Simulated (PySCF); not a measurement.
C2H9NSi2, SMILES C1[SiH2]CN1[SiH3]. Atoms are numbered in the order given.

```xyz
14

Si     2.1259     0.0362     0.0000
N      0.3881     0.0641     0.0000
C     -0.4816    -0.1270     1.1821
Si    -1.9678     0.0694     0.0000
C     -0.4816    -0.1270    -1.1821
H      2.7328    -1.3377     0.0000
H      2.6028     0.7379    -1.2279
H      2.6028     0.7379     1.2279
H     -0.3287     0.6309     1.9694
H     -0.3984    -1.1281     1.6517
H     -2.5944     1.4221     0.0000
H     -3.0402    -0.9685     0.0000
H     -0.3287     0.6309    -1.9694
H     -0.3984    -1.1281    -1.6517
```
Charge 0, spin multiplicity 1.

Geometry: B3LYP-D3(BJ)/def2-SVP. The structure was generated by enumeration, and PubChem lists no compound with its InChIKey, so it may never have been made.

All values below come from PySCF 2.14.0 with TDDFT-PBE/def2-SVPD.

Vertical excitations. Gas-phase values at a fixed geometry. State labels are in the subgroup Cs.

Computed excitation energies, oscillator strengths and character:
```
state  symmetry  energy (eV)  λ (nm)      f                          main pairs
-----  --------  -----------  ------  -----  ----------------------------------
S1           A"         4.28     290  0.001                     HOMO→LUMO 100 %
S2           A'         4.67     266  0.007                    HOMO→LUMO+1 99 %
S3           A'         5.21     238  0.006                    HOMO→LUMO+2 96 %
S4           A'         5.49     226  0.026                    HOMO→LUMO+3 96 %
S5           A'         5.75     216  0.014  HOMO→LUMO+4 77 %, HOMO→LUMO+5 22 %
S6           A'         5.92     210  0.037  HOMO→LUMO+5 77 %, HOMO→LUMO+4 22 %
S7           A"         5.96     208  0.008                   HOMO→LUMO+6 100 %
S8           A'         6.33     196  0.005                    HOMO→LUMO+7 98 %
S9           A"         6.45     192  0.007                    HOMO−1→LUMO 97 %
S10          A"         6.51     190  0.000                    HOMO→LUMO+9 99 %
T1           A"         4.21     294      0                     HOMO→LUMO 100 %
T2           A'         4.49     276      0                    HOMO→LUMO+1 99 %
T3           A'         5.01     248      0                    HOMO→LUMO+2 98 %
T4           A'         5.39     230      0                    HOMO→LUMO+3 98 %
```
Triplets are in the Tamm–Dancoff approximation, which puts them higher than full response would, so one can lie above its singlet here.
